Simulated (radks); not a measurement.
Results of a calculation; reference values are marked as such.
Problem. In4+, 45 electrons, occupied as [Kr] 4d9. Level of theory: scalar-relativistic Kohn-Sham, PBE, spin-unpolarised, spherical densities, point nucleus (a radial shooting solver on a logarithmic mesh with Libxc functionals). Some entries of the table are withheld. Estimate them.

orbital,occ.,eigenvalue (hartree),r(max) (bohr),<r> (bohr)
1s,2,-1021.779,0.01922,0.02971
2s,2,-154.5354,(1),0.1285
2p,6,(2),0.08692,0.1122
3s,2,-30.78773,0.3155,0.3485
3p,6,-25.66369,0.3088,0.3471
3d,10,-17.71133,0.2582,0.3242
4s,2,(3),0.7686,0.8436
4p,6,(4),0.8137,0.9122
4d,9,-2.39286,0.9182,1.109
5s,0,-1.66404,1.897,2.081
5p,0,-1.30931,2.167,2.378

Solution. 
(1) 2s r(max) (bohr): 0.1086
(2) 2p eigenvalue (hartree): -138.8878
(3) 4s eigenvalue (hartree): -6.16824
(4) 4p eigenvalue (hartree): -4.63051
